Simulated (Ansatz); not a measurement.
`C=CC[Se]`, charge 0, multiplicity 2.

**Question.** Give a relaxed structure at PBE0-D4/def2-TZVP (Ansatz 0.2.0). (Best estimate.)

**Answer.** Computed: 
Cartesian coordinates in Å:
```
C 0.746 -0.778 -0.944
C 0.188 -0.485 0.224
C -0.415 0.833 0.543
Se -2.349 0.674 0.766
H 0.802 -0.046 -1.744
H 1.168 -1.756 -1.138
H 0.128 -1.239 1.004
H -0.202 1.582 -0.220
H -0.068 1.214 1.509
```
This is one stationary point; other conformers may exist.
